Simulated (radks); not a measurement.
The numbers below are computed, except where a source is named.
Species: Mn15+. Configuration: [He] 2p6 3d2 (not the ground configuration). Code: a radial shooting solver on a logarithmic mesh with Libxc functionals. Model: scalar-relativistic Kohn-Sham, BLYP, spin-polarised, spherical densities, finite nucleus; open shells are filled with parallel spins first; Fermi nuclear charge, rms radius 3.7057 fm.

Local quantities along the radius. ELF = 1/(1 + alpha^2) is the electron localisation function; alpha = (tau - tau_W)/tau_unif compares the Pauli kinetic energy density with that of the uniform gas (summed over spins). tau is taken from the large components.

```
   r/bohr * ELF (the largest magnitude, 1, reaches the edge; | marks zero)
 0.002015 |                                                      *
 0.002501 |                                                      *
 0.003129 |                                                      *
 0.003883 |                                                      *
 0.004858 |                                                      *
 0.006029 |                                                      *
 0.007483 |                                                      *
 0.009362 |                                                      *
  0.01162 |                                                      *
  0.01454 |                                                      *
  0.01804 |                                                      *
  0.02239 |                                                      *
  0.02801 |                                                      *
  0.03477 |                                                     *
  0.04349 |                                                   *
  0.05398 |                                              *
    0.067 |                                   *
  0.08382 |                      *
    0.104 |                  *
   0.1301 |                      *
   0.1615 |                              *
   0.2005 |                                  *
   0.2508 |                                  *
   0.3113 |                          *
   0.3894 |              *
   0.4833 |        *
   0.5998 |        *
   0.7504 |      *
   0.9314 |   *
    1.165 |*
    1.446 *
    1.795 *
```

On this mesh the ELF has minima near r = 0.10 bohr, which separate the shells, and maxima near 0.22 (0.65).
